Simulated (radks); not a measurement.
Species: Eu4+. Configuration: [Xe] 4f5. Calculated with a radial shooting solver on a logarithmic mesh with Libxc functionals: scalar-relativistic Kohn-Sham, LDA (Slater exchange, Perdew-Wang correlation), spin-polarised, spherical densities, point nucleus; open shells are filled with parallel spins first (spin-orbit coupling, left out, can overturn this in heavy ions).

Unscreened Slater integrals over Kohn-Sham orbitals (cm^-1). They are taken over the spin-up orbitals.

F0(4f,4f): 248100
F2(4f,4f): 118930
F4(4f,4f): 74805
F6(4f,4f): 53868
F0(4f,5p): 158920
F2(4f,5p): 55803
G2(4f,5p): 27610
G4(4f,5p): 21848
F0(4f,5s): 175420
G3(4f,5s): 32215
F0(4f,4d): 272500
F2(4f,4d): 131530
F4(4f,4d): 84156
G1(4f,4d): 154840
G3(4f,4d): 97500
G5(4f,4d): 69011
F0(5p,5p): 132690
F2(5p,5p): 71930
F0(5p,5s): 140550
G1(5p,5s): 94783
F0(5p,4d): 165080
F2(5p,4d): 48091
G1(5p,4d): 13554
G3(5p,4d): 13308
F0(5s,5s): 150520
F0(5s,4d): 183640
G2(5s,4d): 19935
F0(4d,4d): 305250
F2(4d,4d): 155210
F4(4d,4d): 103900

Derived for the open shells (J is the average intra-shell exchange parameter used in DFT+U). 4f: F4/F2 = 0.629, F6/F2 = 0.453, J = (286 F2 + 195 F4 + 250 F6)/6435 = 9645 cm^-1.
